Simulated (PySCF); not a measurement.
## Structure elucidation problem

An unknown has the formula C6H4N2. Its calculated NMR data are:

¹H NMR (600 MHz, computed): δ 9.08 (d, 1H), 8.00 (m, 1H), 7.92 (m, 1H), 7.61 (m, 1H).

¹³C{¹H} NMR (computed): δ 161.8 (CH), 146.1 (C), 145.7 (CH), 138.9 (CH), 134.2 (CH), 126.7 (C).

PySCF calculation with shieldings: GIAO PBE0/pcSseg-2 and geometry from PBE0-D3(BJ)/def2-TZVP; one computed conformer, gas phase, no relativistic terms.

References, each an isolated molecule treated in the same way: ¹H (σ = 31.52 ppm) and ¹³C (σ = 186.03 ppm) vs TMS.

Question: Which candidate is it?
A. N#Cc1cccnc1
B. N#Cc1ccncc1
C. N#Cc1ccccn1

Answer: C. 

Rings plus π bonds: 6 (1 ring in the answer). 6 carbon signals for 6 carbons: no two carbons are equivalent. Carbon types of the structure: 2 × C, 4 × CH, which accounts for all hydrogens. δC 161.8: aromatic CH next to a ring nitrogen; the adjacent pyridine-type nitrogen withdraws density from it. δC 146.1: substituted aromatic carbon next to a ring nitrogen. δC 145.7, 138.9, 134.2: aromatic CH. δC 126.7: nitrile carbon; typical of a nitrile. δH 9.08: hydrogen on an aromatic CH next to a ring nitrogen; ring current plus the neighbouring ring nitrogen.

The others: N#Cc1ccncc1 would give 4 carbon signals, not 6; N#Cc1cccnc1 has carbons computed at 165.8, 163.6, 150.0, 131.4, 126.0, 119.1.

Shifts are as computed. Against solution values, carbons near 30 ppm lie about +3 ppm off and those near 130 ppm about +9 ppm. Of 1211 compounds with measured shifts, 218 miss one by over three times the rms of a fit or turn the order of signals round; such compounds aren't used in these exercises. No couplings were computed; multiplicities are counted from neighbouring protons, with m where these are inequivalent, close in shift, in a saturated or five-membered ring or joined by F or P, and br s for small geminal =CH2 splittings.
